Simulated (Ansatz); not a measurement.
**Abstraction of F: MgHF + GeHF2 → MgH + GeHF3**

Gas-phase species: MgHF `[F][MgH]`, singlet; GeHF2 `[F][GeH][F]`, doublet; MgH, doublet; GeHF3 `[F][GeH]([F])[F]`, singlet. A radical takes F: the energy is the difference in strength between the Mg–F bond broken and the Ge–F bond made.

Shapes, held fixed at every level: PBE0-D4/def2-TZVP. Programs: Ansatz 0.2.0. The zero-point and thermal change to 298 K, harmonic and unscaled (PBE0-D4/def2-TZVP), is +1.7 kJ/mol.

```csv
level,kind,ΔH(298 K) (kJ/mol),less CCSD(T)/def2-TZVPP
MP2/def2-SVP,perturbation theory,+38.1,+7.4
MP2/def2-TZVPP,perturbation theory,+31.2,+0.5
HF/def2-SVP,Hartree–Fock,+33.6,+2.9
SPW92/def2-TZVPP,LDA,+36.9,+6.2
PBE-D4/def2-TZVPP,GGA,+51.6,+20.9
B3LYP-D4/def2-TZVPP,global hybrid,+54.6,+23.9
CCSD/def2-SVP,coupled cluster or CI,+40.5,+9.8
CCSD(T)/def2-TZVPP,coupled cluster or CI,+30.7,0.0
```

The highest level, CCSD(T)/def2-TZVPP, gives ΔH(298 K) = +30.7 kJ/mol; the levels span +30.7 to +54.6. The column of differences is taken from that level and isn't an error. No measured value is set beside it here. Open shells run unrestricted. Relativity is left out for Ge. Outer-core shells of Ge, Mg are correlated, in sets that cover them unevenly. Sets without diffuse functions underbind ionic bonds of s-block metals.
